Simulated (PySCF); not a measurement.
## Electronic structure of Li+ (lithium, charge +1) at the UHF level

Configuration: 1s2, closed-shell 1S. Computed with PySCF 2.14 in aug-cc-pVTZ with one added diffuse shell each of s, p, d, f type (6s5p4d3f, 62 functions), with no relativity, point nucleus.

| Property | Result |
| --- | --- |
| Total energy | -7.236380 hartree |
| One-electron energy | -8.8880 hartree |
| Hartree (Coulomb) energy | 3.3033 hartree |
| Exchange energy | -1.6517 hartree |
| Kinetic energy | 7.23664 hartree |
| ⟨S²⟩ | 0.0000 |
| ⟨L²⟩ | 0.000 |
| Sum of ⟨r⟩ | 1.145 bohr |
| Sum of ⟨r²⟩ | 0.8908 bohr² |
| Density at the nucleus (Gaussians lack the cusp) | 13.4 bohr⁻³ |
| Langevin diamagnetic susceptibility | -0.705 ×10⁻⁶ cm³/mol |

```json
{"shell": "1s", "electrons": "2", "mean orbital energy (eV)": "-75.984", "rms radius, mean of both spins (bohr)": "0.667"}
```
